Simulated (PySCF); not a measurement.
Ranking problems on computed properties.

All species are isolated and taken at one optimised geometry, non-relativistic unless stated. Electronic properties by PySCF.

The conformers computed, where there is a choice (atom-mapped SMILES and torsion angles):
- `[O:1]=[c:2]1[c:3][cH:4]1`: O1–C2–C3–C4 180°, O1–C2–C4–C3 180°
- `[H]/[N:4]=[C:3](\[CH:2]=[CH2:1])[CH:5][NH2:6]`: C1–C2–C3–N4 1°, C2–C3–C5–N6 -176°, H–N6–C5–C3 -8°, H–N6–C5–C3 -162°
- `[CH3:1][PH+:2]([CH3:3])[CH2:4][C:5]#[N:6]`: C1–P2–C4–C5 -54°
- `[H]/[N:8]=[CH:7]\[CH2:6][C@@H:4]([CH:2]([CH3:1])[CH3:3])[F:5]`: C1–C2–C4–F5 -71°, C2–C4–C6–C7 170°, C4–C6–C7–N8 -126°
- `[H]/[C:1]=[CH:2]\[C:3](=[N:4]\[H])[CH2:5][NH2:6]`: C1–C2–C3–N4 177°, C2–C3–C5–N6 -170°, H–N6–C5–C3 -169°, H–N6–C5–C3 71°
- `[SiH3:1][CH2:2][Si:3]([Cl:4])[CH:5]([Cl:6])[Cl:7]`: Si1–C2–Si3–Cl4 66°, C2–Si3–C5–Cl6 73°

Question: Rank by smallest rotational constant, highest first (GFN2-xTB).
A. `[H]/[C]=C\C(CN)=N\[H]` [radical]
B. `O=c1[c]c1` [radical]
C. `[H]/N=C\C[C@H](F)C(C)C`
D. `C[PH+](C)CC#N`
E. `[C]#CC=O` [radical]
F. `[H]/N=C(/[CH]N)C=C` [radical]
G. `[SiH3]C[Si](Cl)C(Cl)Cl` [radical]

Answer: B (6.795 GHz), E (4.992 GHz), A (1.945 GHz), F (1.829 GHz), D (1.452 GHz), C (1.012 GHz), G (0.680 GHz).

Question: Rank by isotropic g value, lowest first (unrestricted B3LYP/pcH-1, mean-field spin–orbit at GFN2-xTB geometries).
A. `[H]/[C]=C\C(CN)=N\[H]` [radical]
B. `[C]#CC=O` [radical]
C. `[SiH3]C[Si](Cl)C(Cl)Cl` [radical]
D. `[H]/N=C(/[CH]N)C=C` [radical]

Answer: A (2.00227), B (2.00260), D (2.00324), C (2.00466).

Give the two extremes of that set as shifts from the free-electron value 2.002319.

`[H]/[C]=C\C(CN)=N\[H]` [doublet state]: -50 ppm; `[SiH3]C[Si](Cl)C(Cl)Cl` [doublet state]: +2340 ppm.
